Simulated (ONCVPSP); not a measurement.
## Before and after: ONCV potential for hafnium

ONCVPSP 4.0.1 input, shortened (lines: element, Z, core and valence counts, functional; n l f; lmax; l rc ep ncon nbas qcut; lloc lpopt rc5 dvloc0; l nproj debl; icmod fcfact rcfact), PBE, fully relativistic:

```
  Hf 72.00   12    1        4      upf
    1    0    2.00
    2    0    2.00
    2    1    6.00
    3    0    2.00
    3    1    6.00
    3    2   10.00
    4    0    2.00
    4    1    6.00
    4    2   10.00
    4    3   14.00
    5    0    2.00
    5    1    6.00
    5    2    2.00
    2
    0    2.40    0.46    5    8    2.40
    1    2.55    0.13    4    8    3.00
    2    3.05    0.00    4    8    6.20
    4    5    1.75    0.00
    0    1    3.40
    1    2    2.60
    2    2    0.40
    3    6.00    1.05
```

Open shells are filled in proportion to 2j + 1.

In the s channel the program set the typed energies aside and used 0.050 Ha. In the p channel the program set the typed energies aside and used 0.050, 2.650 Ha (j = l + 1/2; the other j can differ). In the d channel the program set the typed energies aside and used -0.605, 0.250 Ha (j = l + 1/2; the other j can differ).

All-electron outer shells of the reference configuration (PBE, scalar-relativistic, ld1.x):

```json
{"shell": "5d", "level (eV)": "-16.70", "outermost node (bohr)": "0.67", "outermost maximum (bohr)": "1.65"}
```

Change: core correction Teter function fitted to the true core (icmod 2), fcfact 0.3.

Cutoffs: the cutoffs (Ha) at which the residual kinetic energy of the hardest occupied pseudo-wave falls to 1 and 0.1 mHa per electron; they do not see the model core or the augmentation charge, which bear on the density cutoff. Errors are all-electron minus pseudo energies relative to the spin-unpolarised reference configuration.

Task: How do hardness, ghosts and transferability respond?

Result: The potential gets neither clearly harder nor softer (11 Ha and 13 Ha → 11 Ha and 13 Ha); of the 4 tests that both files solve, the error grows in 0 and shrinks in 4 by more than 15 % and 0.3 meV (median size 427.2 → 296.2 meV); neither file shows a bound ghost. A model core, the more so a compact one, raises the density cutoff, which this test does not measure.

```tsv
quantity	base	changed
cutoff, loose	11 Ha	11 Ha
cutoff, tight	13 Ha	13 Ha
bound ghosts	none	none
GHOST(+) flags under 300 eV	p3/2 at 48.6 eV, p1/2 at 52.9 eV	p3/2 at 48.6 eV, p1/2 at 52.9 eV
error for 5d2 6s2, meV [ΔE -22.16 eV]	+686	+473
error for 5d2 6s1, meV [ΔE -14.18 eV]	+327	+247
error for 5d1, meV [ΔE 21.78 eV]	+50	-35
error for 5d2.5 6s1.5, meV [ΔE -20.91 eV]	+528	+346
s: phases at 2.43 bohr within 0.05 rad from the reference energy up to (Ha; the scan ends near 5)	1.3	1.3
p3/2: phases at 2.60 bohr within 0.05 rad from the reference energy up to (Ha; the scan ends near 5)	1.5	1.5
p1/2: phases at 2.60 bohr within 0.05 rad from the reference energy up to (Ha; the scan ends near 5)	1.6	1.6
d5/2: phases at 3.09 bohr within 0.05 rad from the reference energy up to (Ha; the scan ends near 5)	2.9	2.9
d3/2: phases at 3.09 bohr within 0.05 rad from the reference energy up to (Ha; the scan ends near 5)	2.7	2.7
rms error of d²Exc/dni dnj with the model core, mHa	24.29	16.79
```
